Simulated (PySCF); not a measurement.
How methods differ on the ionisation energy of Zr²²⁺

Zr²²⁺ [Ar] → Zr²³⁺ [Ne] 3s2 3p5 [3p1/2^2 3p3/2^3, M_J = 3/2], as a difference of total energies. Calculation: PySCF 2.14, in an even-tempered Gaussian basis (19 s from 2.7 bohr⁻², ratio 2.4; 14 p from 3.5 bohr⁻², ratio 2.4; 5 d from 17 bohr⁻², ratio 2.6; 4 f from 25 bohr⁻², ratio 2.6); the two-component X2C-1e Hamiltonian. Correlated levels: 1s2 frozen; the 56 highest virtual spinors dropped. "Screened" scales the spin-orbit matrix elements by Boettger's factors to mimic the two-electron term; Breit and QED terms are absent.

```json
{"method": "GHF (spin-free)", "ionisation energy (eV)": "1097.5"}
{"method": "GMP2 (spin-free)", "ionisation energy (eV)": "1098.3"}
{"method": "GHF (screened spin-orbit)", "ionisation energy (eV)": "1091.5"}
{"method": "GMP2 (screened spin-orbit)", "ionisation energy (eV)": "1092.2"}
```

Breit and QED terms and the two-electron picture change are absent.

The spin-free rows lack the spin-orbit shift.

For comparison: 1092 ± 3 eV (semi-empirical (NIST evaluation); NIST Atomic Spectra Database, ionization energies).
